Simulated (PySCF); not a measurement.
In(H)(SH)2 (H₃InS₂), SMILES [InH]([SH])[SH]. Geometry: B3LYP-D3(BJ)/def2-SVP. The def2 effective core potentials stand for the cores of In; spin–orbit coupling is left out. Other conformers were not sampled.

Calculation: B3LYP-D3(BJ)/def2-SVP (PySCF).

Harmonic wavenumbers (cm⁻¹): 86, 206, 230, 332, 351, 381, 454, 657, 689, 1789, 2665, 2666. Rotational constants (GHz): 6.214, 1.849, 1.425; symmetry number 2.

Problem. Work out the zero-point energy and the ideal-gas rigid-rotor harmonic-oscillator thermochemistry at 298.15 K and 1 atm.

Solution. ZPE = ½ Σ hcν = ½ × 10505 cm⁻¹ = 62.83 kJ/mol. H − E(el) = 81.70 kJ/mol. Entropy in J/(mol K): translation 173.65, rotation 108.78, vibration 52.84, total 335.26. G − E(el) = -18.26 kJ/mol. Cp = 89.43 J/(mol K). Modes under 150 cm⁻¹ make the vibrational entropy uncertain.
